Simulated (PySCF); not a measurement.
Gas-phase reaction: 2 GeH3F + GeF4 → 3 GeH2F2

Method: PySCF energies plus ideal-gas RRHO corrections (1 bar). † marks an energy on the PBE0/def2-TZVP geometry and frequencies. All species are closed-shell singlets. Ge: all electrons, no relativistic terms. GeH2F2: computed as isolated molecules; such fragments, hydroxides, amides, oligomers or adducts are transient or little studied in the gas.

M06-2X/def2-TZVP† gives ΔH°(298 K) = -28 kJ.

**Question.** What do PBE/def2-TZVP†, BLYP/def2-TZVP†, ωB97X-V/def2-TZVP† give?

**Answer.** PBE/def2-TZVP†: -30 kJ; BLYP/def2-TZVP†: -36 kJ; ωB97X-V/def2-TZVP†: -27 kJ. For scale, ΔH°(298 K) is -28 kJ at this level, -27 kJ at ωB97M-V/def2-TZVP†, and runs from -121 to -19 kJ over the 20 levels computed.
